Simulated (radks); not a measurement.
Question: In V, configuration [Kr] 4d9 (the NIST ground configuration). All-electron calculation, scalar-relativistic Kohn-Sham, r2SCAN, spin-polarised, spherical densities, finite nucleus; open shells are filled with parallel spins first (spin-orbit coupling, left out, can overturn this in heavy ions); meta-GGA in the generalised Kohn-Sham scheme; Fermi nuclear charge, rms radius 4.6156 fm. Program: a radial shooting solver on a logarithmic mesh with Libxc functionals. Some entries of the table are withheld. Estimate them.

orbital,occ.,eigenvalue (hartree),r(max) (bohr),<r^2> (bohr^2)
1s down,1,-1023.673,0.01922,0.001195
1s up,1,-1023.673,0.01922,0.001195
2s up,1,-155.3777,0.1085,0.01946
2s down,1,-155.3641,0.1085,0.01946
2p up,3,-139.5367,0.08694,0.01537
2p down,3,-139.5267,0.08694,0.01537
3s up,1,-31.17173,0.3150,0.1383
3s down,1,-31.16868,0.3150,0.1383
3p up,3,-25.94611,0.3085,0.1394
3p down,3,-25.94153,0.3085,0.1394
3d up,5,-17.85337,0.2587,0.1249
3d down,5,-17.84332,0.2587,0.1249
4s up,1,-6.30633,0.7702,0.8089
4s down,1,-6.26375,0.7698,0.8086
4p up,3,-4.73317,0.8149,0.9517
4p down,3,-4.68978,0.8144,0.9521
4d up,5,-2.42979,0.9174,(1)
4d down,4,-2.38786,0.9177,(2)
5s up,0,-1.62908,1.887,4.799
5s down,0,-1.61119,1.901,4.868
5p up,0,-1.26332,2.171,6.400
5p down,0,-1.25185,2.185,6.491

Answer: 
(1) 4d up <r^2> (bohr^2): 1.425
(2) 4d down <r^2> (bohr^2): 1.435
